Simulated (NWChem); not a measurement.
System: C₂H₄NO, doublet; SMILES O=C(C)[NH]

Output (shortened):

```
             Northwest Computational Chemistry Package (NWChem) 7.3.0
             --------------------------------------------------------

                             Geometry "geometry" -> ""
                             -------------------------

 Output coordinates in angstroms (scale by  1.889725989 to convert to a.u.)

  No.       Tag          Charge          X              Y              Z
 ---- ---------------- ---------- -------------- -------------- --------------
    1 C                    6.0000     0.01372900     1.38816200     0.01241400
    2 C                    6.0000     0.05960400    -0.10482800     0.12873200
    3 N                    7.0000    -0.97436700    -0.80597600    -0.43343000
    4 O                    8.0000     1.01772300    -0.72511800     0.57366000
    5 H                    1.0000     0.06918400     1.67398500    -1.04897300
    6 H                    1.0000    -0.94143900     1.77265300     0.40102900
    7 H                    1.0000     0.85310900     1.83295100     0.56032600
    8 H                    1.0000    -1.06676300    -1.70800000     0.05163900

 Effective nuclear repulsion energy (a.u.)     113.1725018858

                                 NWChem DFT Module
                                 -----------------

 Summary of "ao basis" -> "ao basis" (spherical)
 ------------------------------------------------------------------------------
       Tag                 Description            Shells   Functions and Types
 ---------------- ------------------------------  ------  ---------------------
 C                           6-31g*                  6       14   3s2p1d
 N                           6-31g*                  6       14   3s2p1d
 O                           6-31g*                  6       14   3s2p1d
 H                           6-31g*                  2        2   2s

 in cosmo_initialize ...

 solvent parameters
 solvname_short: unkn
 solvname_long:  unknown
 dielec:       37.5000

          ---------------
          -cosmo- solvent
          ---------------
 Cosmo: York-Karplus, doi: 10.1021/jp992097l
 dielectric constant -eps-     =  37.50
 screen = (eps-1)/(eps    )    =   0.97333
 surface charge correction     = lagrangian

   van der Waals surface
 --------------------------

 ---------- ATOMIC COORDINATES (A.U.) ------------ VDWR(ANG.) --
     1    0.02594405    2.62324581    0.02345906     2.000
     2    0.11263523   -0.19809620    0.24326821     2.000
     3   -1.84128664   -1.52307379   -0.81906394     1.830
     4    1.92321760   -1.37027433    1.08406021     1.720
     5    0.13073880    3.16337296   -1.98227154     1.300
     6   -1.77906174    3.34982844    0.75783492     1.300
     7    1.61214225    3.46377514    1.05886260     1.300
     8   -2.01588976   -3.22765199    0.09758356     1.300
 number of segments per atom =         32
 number of   points per atom =         32
 atom (   nspa,  nppa )
 ----------------------
    1 (     18,     0 )       0
    2 (     11,     0 )       0
    3 (     17,     0 )       0
    4 (     20,     0 )       0
    5 (     14,     0 )       0
    6 (     14,     0 )       0
    7 (     15,     0 )       0
    8 (     17,     0 )       0
 number of -cosmo- surface points =      126
 molecular surface =     98.832 angstrom**2
 molecular volume  =     72.192 angstrom**3
 G(cav/disp)       =      1.354 kcal/mol
 -lineq- algorithm             =   0
 -bem- low  level              =   2
 -bem- from -octahedral-
 gaussian surface charge width =   4.50000
 degree of switching           =   1.00000
 switching function tolerance  =   0.00010
 atomic radii =
 --------------
    1  6.000  2.000
    2  6.000  2.000
    3  7.000  1.830
    4  8.000  1.720
    5  1.000  1.300
    6  1.000  1.300
    7  1.000  1.300
    8  1.000  1.300
 ...... end of -cosmo- initialization ......

[...]

                                   COSMO solvation results
                                   -----------------------

                 gas phase energy =      -208.427762339666
                 sol phase energy =      -208.437883416685
 (electrostatic) solvation energy =         0.010121077020 (    6.35 kcal/mol)

                    DFT Final Alpha Molecular Orbital Analysis
                    ------------------------------------------

 Vector   14  Occ=1.000000D+00  E=-4.209463D-01
              MO Center= -4.7D-01, -3.8D-01, -2.0D-01, r^2= 2.3D+00
   Bfn.  Coefficient  Atom+Function         Bfn.  Coefficient  Atom+Function
  ----- ------------  ---------------      ----- ------------  ---------------
    34      0.296001  3 N  s                 32      0.293090  3 N  py
     4      0.231538  1 C  py                31     -0.227923  3 N  px
    46      0.219967  4 O  py                33     -0.215662  3 N  pz
    36      0.182944  3 N  py                35     -0.167706  3 N  px
    18     -0.163706  2 C  py                45     -0.157616  4 O  px

 Vector   15  Occ=1.000000D+00  E=-3.777116D-01
              MO Center= -2.9D-01, -7.4D-01, -9.7D-02, r^2= 1.9D+00
   Bfn.  Coefficient  Atom+Function         Bfn.  Coefficient  Atom+Function
  ----- ------------  ---------------      ----- ------------  ---------------
    47      0.368154  4 O  pz                33     -0.363815  3 N  pz
    31      0.335622  3 N  px                37     -0.282791  3 N  pz
    51      0.278272  4 O  pz                35      0.258832  3 N  px
    32     -0.196847  3 N  py                36     -0.132647  3 N  py
    46      0.080271  4 O  py                 7     -0.057531  1 C  px

 Vector   16  Occ=1.000000D+00  E=-3.530936D-01
              MO Center=  3.7D-01, -5.0D-01,  2.3D-01, r^2= 2.1D+00
   Bfn.  Coefficient  Atom+Function         Bfn.  Coefficient  Atom+Function
  ----- ------------  ---------------      ----- ------------  ---------------
    46      0.449660  4 O  py                50      0.326915  4 O  py
    45      0.300364  4 O  px                33      0.242645  3 N  pz
    31      0.231486  3 N  px                49      0.226231  4 O  px
    37      0.202771  3 N  pz                 4      0.178084  1 C  py
    35      0.176886  3 N  px                 6     -0.130401  1 C  s

 Vector   17  Occ=0.000000D+00  E= 4.572284D-02
              MO Center=  5.2D-02, -1.2D-01,  1.2D-01, r^2= 2.2D+00
   Bfn.  Coefficient  Atom+Function         Bfn.  Coefficient  Atom+Function
  ----- ------------  ---------------      ----- ------------  ---------------
    23      0.500305  2 C  pz                19      0.487882  2 C  pz
    58      0.388479  5 H  s                 51     -0.339552  4 O  pz
    47     -0.291338  4 O  pz                21     -0.281883  2 C  px
    60     -0.268259  6 H  s                 37     -0.238557  3 N  pz
    17     -0.228789  2 C  px                64     -0.220982  8 H  s

 Vector   18  Occ=0.000000D+00  E= 1.547500D-01
              MO Center= -5.1D-01, -3.5D-01,  7.8D-02, r^2= 5.9D+00
   Bfn.  Coefficient  Atom+Function         Bfn.  Coefficient  Atom+Function
  ----- ------------  ---------------      ----- ------------  ---------------
     6      1.422937  1 C  s                 64     -1.295373  8 H  s
    34      0.981185  3 N  s                 62     -0.857519  7 H  s
    58     -0.728495  5 H  s                 20     -0.540266  2 C  s
    60     -0.491168  6 H  s                 36     -0.466916  3 N  py
    37      0.354908  3 N  pz                48      0.307394  4 O  s

 Vector   19  Occ=0.000000D+00  E= 1.807687D-01
              MO Center= -6.4D-01,  6.7D-01, -2.9D-02, r^2= 5.4D+00
   Bfn.  Coefficient  Atom+Function         Bfn.  Coefficient  Atom+Function
  ----- ------------  ---------------      ----- ------------  ---------------
     6      1.578925  1 C  s                 60     -1.330953  6 H  s
    58     -1.001078  5 H  s                 64      0.942177  8 H  s
    34     -0.554327  3 N  s                  8      0.523348  1 C  py
     7     -0.479838  1 C  px                36      0.306316  3 N  py
    62     -0.240168  7 H  s                  9     -0.217130  1 C  pz

                     DFT Final Beta Molecular Orbital Analysis
                     -----------------------------------------

 Vector   13  Occ=1.000000D+00  E=-4.366651D-01
              MO Center= -8.6D-03,  5.1D-01,  7.5D-02, r^2= 2.7D+00
   Bfn.  Coefficient  Atom+Function         Bfn.  Coefficient  Atom+Function
  ----- ------------  ---------------      ----- ------------  ---------------
    47      0.281879  4 O  pz                 5     -0.252236  1 C  pz
    59     -0.194875  6 H  s                 51      0.193577  4 O  pz
     3      0.189388  1 C  px                33      0.180151  3 N  pz
    60     -0.165140  6 H  s                 57      0.160850  5 H  s
    17     -0.158547  2 C  px                 9     -0.148619  1 C  pz

 Vector   14  Occ=1.000000D+00  E=-3.855524D-01
              MO Center= -2.0D-01, -5.0D-01, -1.4D-01, r^2= 2.3D+00
   Bfn.  Coefficient  Atom+Function         Bfn.  Coefficient  Atom+Function
  ----- ------------  ---------------      ----- ------------  ---------------
    34      0.326146  3 N  s                 33     -0.275527  3 N  pz
    46      0.247263  4 O  py                47      0.239168  4 O  pz
    37     -0.212154  3 N  pz                32      0.207443  3 N  py
    50      0.180344  4 O  py                51      0.177714  4 O  pz
     4      0.174444  1 C  py                30      0.160612  3 N  s

[...]
```

Level: M06-2X/6-31G* (spherical d), spin-unrestricted, COSMO on the gas-phase geometry. The geometry was optimised at PBE0/def2-SVP, spin-unrestricted. No stability test was run on the SCF state. COSMO prints the solvation energy as gas minus solution, so a positive value is a stabilisation.

### Question
Write an input that gives this output.

### Answer
This is not unique; one that fits is the input that was run:
```
start job
memory heap 200 mb stack 900 mb global 1100 mb
geometry units angstroms noautosym nocenter noautoz
  C      0.013729     1.388162     0.012414
  C      0.059604    -0.104828     0.128732
  N     -0.974367    -0.805976    -0.433430
  O      1.017723    -0.725118     0.573660
  H      0.069184     1.673985    -1.048973
  H     -0.941439     1.772653     0.401029
  H      0.853109     1.832951     0.560326
  H     -1.066763    -1.708000     0.051639
end
basis spherical
  * library 6-31g*
end
dft
  odft
  mult 2
  xc m06-2x
  iterations 150
end
cosmo
  dielec 37.5
end
task dft energy
```
